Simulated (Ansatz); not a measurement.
Cost and result for the atomization energy of C2H3BrSi (`BrC1=C[SiH2]1`) (7 atoms, 7 bonds).

Charge 0, multiplicity 1. Correlated methods include outer-core shells of Br, which these sets cover unevenly. Scalar relativity is left out up to krypton. All single points use the PBE0-D4/def2-TZVP geometry. Program: Ansatz. All runs use 2 threads of an Arm Neoverse V2 on a shared host. Times are those of one run each, without the atoms' runs, and a repeat can differ threefold. Electronic energies, without spin–orbit coupling; frozen cores. CCSD(T)/CBS adds CCSD(T) − MP2 in def2-TZVPP to the MP2 limit, and its time is that of the two runs behind it. T1 = 0.011. With those shells the extrapolation isn't a true limit. B3LYP takes the VWN-RPA correlation (the form of Gaussian; ORCA's B3LYP/G).

CCSD(T)/CBS is a level of theory with its own doubt, some kJ/mol a heavy atom from the limit and from the frozen cores, so smaller differences don't rank the functionals.

| level | functions | wall time |
| --- | --- | --- |
| revPBE-D4/def2-TZVPP | 194 | 1.9 s |
| PBE-D4/def2-TZVPP (with forces) | 194 | 2.5 s |
| CCSD(T)/def2-SVP | 93 | 3.8 s |
| B3LYP-D4/def2-TZVPP (with forces) | 194 | 4.6 s |
| r2SCAN-D4/def2-TZVPP (with forces) | 194 | 4.8 s |
| r2SCANh-D4/def2-TZVPP | 194 | 5.5 s |
| B2PLYP/def2-TZVPP | 194 | 5.5 s |
| PBE-QIDH/def2-TZVPP | 194 | 5.5 s |
| B97M-V/def2-TZVPP | 194 | 10 s |
| ωB97M-V/def2-TZVPP (with forces) | 194 | 12 s |
| MP2/def2-QZVPP | 363 | 17 s |
| CCSD(T)/def2-TZVPP | 194 | 73 s |
| CCSD(T)/CBS(def2) | – | 90 s |

Question: What atomization energy does each give, and how far from CCSD(T)/CBS? (An estimate is asked.)

Answer: Ansatz gave: 
```tsv
level	atomization (kcal/mol)	difference from CCSD(T)/CBS	per bond
revPBE-D4/def2-TZVPP	588.1	2.8	0.4
PBE-D4/def2-TZVPP (with forces)	603.8	18.5	2.6
CCSD(T)/def2-SVP	547.9	-37.4	-5.3
B3LYP-D4/def2-TZVPP (with forces)	583.0	-2.3	-0.3
r2SCAN-D4/def2-TZVPP (with forces)	590.7	5.4	0.8
r2SCANh-D4/def2-TZVPP	586.1	0.8	0.1
B2PLYP/def2-TZVPP	577.9	-7.4	-1.1
PBE-QIDH/def2-TZVPP	585.8	0.5	0.1
B97M-V/def2-TZVPP	590.3	5.0	0.7
ωB97M-V/def2-TZVPP (with forces)	585.8	0.5	0.1
MP2/def2-QZVPP	593.7	8.4	1.2
CCSD(T)/def2-TZVPP	567.7	-17.6	-2.5
CCSD(T)/CBS(def2)	585.3	0.0	0.0
```

Leaving LDA and LC-ωPBE aside and taking each functional with its dispersion term where it has one, the values, not all of them listed here, spread over 39.9 kcal/mol, from BHLYP-D4 to PBE-D4. LDA lies +79.7 kcal/mol from PBE without D4, its usual overbinding. From BLYP to BHLYP (50 % exact exchange), in def2-TZVPP and without D4, the atomization energy moves by −16.1 kcal/mol: exact exchange takes away binding that semilocal exchange gives to molecules. The D4 term adds +6.6 kcal/mol with B3LYP and +3.4 kcal/mol with PBE0; it sums over pairs of atoms, weighted by their polarisabilities, and B3LYP, whose exchange is more repulsive, gets the larger term.
